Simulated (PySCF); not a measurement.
# Correlation energy of Te⁺ (tellurium, charge +1)

[Kr] 4d10 5s2 5p3, high-spin 4S determinant. Calculation: PySCF 2.14, in aug-cc-pwCVDZ-PP with ECP28MDF (6s5p4d1f, 48 functions); a scalar-relativistic core potential. Frozen: 4s2 4p6 4d10; 5 electrons correlated.

MP2 pair energies summed by pair of shells (mhartree):

```tsv
pair	energy	share (%)
5s-5p	-34.82	65.3
5p-5p	-12.09	22.7
5s-5s	-6.43	12.0
```

Total MP2 correlation energy: -53.33 mhartree.

Same-spin part -14.21 and opposite-spin part -39.12 mhartree; SCS-MP2 scales them by 1/3 and 6/5 to -51.68 mhartree.
